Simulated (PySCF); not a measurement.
Species: SiEt2F2, C4H10F2Si.
Structure used (PBE0-D3(BJ)/def2-SVP), in Å, numbered top down from 1:
```
atom  x, y, z in Å
Si1   -0.298   -0.009   -0.199
C2    -0.394   -0.036    1.654
C3    -1.817    0.105    2.193
H4     0.254    0.772    2.038
H5     0.066   -0.978    1.999
H6    -1.838    0.087    3.293
H7    -2.276    1.048    1.862
H8    -2.459   -0.714    1.834
C9     1.402   -0.052   -0.940
C10    1.421   -0.038   -2.468
H11    1.915   -0.948   -0.549
H12    1.961    0.811   -0.534
H13    2.449   -0.058   -2.861
H14    0.888   -0.908   -2.881
H15    0.930    0.864   -2.864
F16   -1.073    1.315   -0.738
F17   -1.159   -1.262   -0.779
```

Theory: TDDFT B3LYP/def2-SVPD, vertical, gas phase, core orbitals frozen in the response in PySCF 2.14.0, density-fitted response routines.

Ground-to-excited transition dipoles (e·a0, same axes as the geometry; the sign carries no meaning), for the states with f of 0.002 or more among the lowest 10:

| state | E (eV) | μx | μy | μz |
| --- | --- | --- | --- | --- |
| S2 | 8.069 | 0.308 | -0.003 | -0.449 |
| S3 | 8.111 | 0.106 | -0.014 | 0.059 |
| S5 | 8.708 | 0.205 | -0.008 | 0.139 |
| S7 | 8.937 | -0.069 | 0.001 | 0.114 |
| S8 | 9.026 | 0.472 | -0.008 | -0.661 |
| S10 | 9.258 | 0.403 | -0.031 | 0.304 |

Question: What oscillator strength does each state have?

Answer: f = (2/3) ΔE |μ|² with ΔE in hartree (27.2114 eV).

```tsv
state	|μ|² (au)	|μ| (D)	f
S2	0.297	1.38	0.059
S3	0.015	0.31	0.003
S5	0.061	0.63	0.013
S7	0.018	0.34	0.004
S8	0.660	2.06	0.146
S10	0.256	1.29	0.058
```

Question: What angle do the transition dipoles of S5 and S10 make?

Answer: |cos θ| = |μa·μb| / (|μa| |μb|) = 1.00, so θ ≈ 4° (taken between 0 and 90°, since the signs are arbitrary).

Question: How is the summed strength of these states shared among x, y and z?

Answer: (2/3) Σ ΔE μα² gives 0.117 for x, 0.000 for y and 0.165 for z, 0.282 in all.

Question: What peak molar absorption coefficient would the strongest computed level give as a lone Gaussian band 0.4 eV wide at half height?

Answer: ε(max) = 2.175×10⁸ f / FWHM, with the width in cm⁻¹. S8: 2.175×10⁸ × 0.1459 / 3226 ≈ 9800 L mol⁻¹ cm⁻¹.

One conformer stands for the species.

Without π bonds the low states may be Rydberg-like; a valence basis with one diffuse set may place them up to an eV too high.
